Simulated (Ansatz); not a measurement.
`P[SeH]` + `C[SeH]` → `C[Se]P` + H₂Se at 600 K and 1 bar (ligand exchange at a P–Se bond).

Gas-phase electronic energies from Ansatz, PBE0-D4/def2-TZVP geometries. CCSD(T)/CBS is the MP2 limit (def2-TZVPP, def2-QZVPP) plus CCSD(T) − MP2 in def2-TZVPP, frozen cores. For Se outer-core shells are correlated without core-valence functions, which leaves a few kJ/mol of doubt a bond. Scalar relativity is left out up to krypton. One conformer a species, not always the lowest.

```json
{"species": "`P[SeH]`", "CCSD(T)/CBS energy (Eh)": "-2743.44381", "H − E (kJ/mol)": "100.9", "S (J/(mol·K))": "326.5"}
{"species": "`C[SeH]`", "CCSD(T)/CBS energy (Eh)": "-2441.15625", "H − E (kJ/mol)": "149.5", "S (J/(mol·K))": "312.9"}
{"species": "`C[Se]P`", "CCSD(T)/CBS energy (Eh)": "-2782.70431", "H − E (kJ/mol)": "192.9", "S (J/(mol·K))": "391.6"}
{"species": "H₂Se", "CCSD(T)/CBS energy (Eh)": "-2401.89790", "H − E (kJ/mol)": "57.0", "S (J/(mol·K))": "244.8"}
```

H − E and S are ideal-gas, rigid-rotor, harmonic terms from PBE0-D4/def2-TZVP, for one conformer and one mirror image of each species. 1 Eh = 2625.50 kJ/mol, R = 8.31446 J/(mol·K).

Task: By hand: ΔE, ΔH, ΔS and ΔG.

Result: ΔE = (-2782.70431) + (-2401.89790) − (-2743.44381) − (-2441.15625) = -0.00215 Eh = -5.6 kJ/mol. Δ(H − E) = 192.9 + 57.0 − 100.9 − 149.5 = -0.5, so ΔH = -6.1 kJ/mol. ΔS = 391.6 + 244.8 − 326.5 − 312.9 = -3.0 J/(mol·K). ΔG = -6.1 − 600 × (-3.0)/1000 = -4.3 kJ/mol.

Task: By hand: the equilibrium constant, and the temperature at which ΔG would vanish if ΔH and ΔS stayed fixed.

Result: log₁₀ K = −ΔG/(RT ln 10) = 0.4. ΔG = 0 at ΔH/ΔS = 2033 K, though so small a ΔH makes that figure unsure.

The number of gas molecules stays the same, so ΔS is small and ΔH decides. The sign of ΔG lies within the doubt. A doubt of 5 kJ/mol in ΔE shifts log₁₀ K by 0.4 here. Other conformers and mirror images would add mixing entropy, several J/(mol·K) or more a flexible species. These are equilibria of isolated gas molecules and say nothing of rates. Largest T1 diagnostic: 0.010 (customary marks: 0.02 for closed shells, 0.045 for open ones).
